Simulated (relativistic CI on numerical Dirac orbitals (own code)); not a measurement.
# Nb³⁺: L2,3 absorption edge

Computed with this model: Dirac-Coulomb-Breit CI, orbitals from a KLI potential per configuration, model QED, multiplet model of core-to-valence dipole absorption, unscaled Slater integrals; configurations [Kr] 4d2 → [He] 2s2 2p5 3s2 3p6 3d10 4s2 4p6 4d3; 300 K; Lorentzian 2.4 eV and Gaussian 0.5 eV FWHM. Energies are those of the free ion, without screening or charge transfer. The branching ratio is the share of the lower-energy edge in the whole absorption, uncertain by about 0.02 where the edges overlap. S is read from ⟨S²⟩ = S(S + 1).

Field parameters in Wybourne normalisation: Oh B⁴₀ = 21Dq, B⁴₄ = √(5/14) B⁴₀. The field is a parameter set, without covalency.

Case free ion, the dichroism is that of the ground state at zero temperature, magnetised by exchange field 10 meV on Sz. The dichroism I(Δm = −1) − I(Δm = +1), over the sum of the three polarisations, integrates to 0.0609 on the lower edge and 0.1036 on the upper edge. The branching ratio is 0.769.

(1) Use the orbital sum rule with 8 holes to get ⟨Lz⟩.

Results:

(1) For a p → d edge ⟨Lz⟩ = 2 × n_h × (sum of both integrals) in this sign convention = 2.63; the ground state itself has ⟨Lz⟩ = 2.71 and ⟨Sz⟩ = -0.71. The rule assumes one radial integral for both edges, which relativistic orbitals only approach.
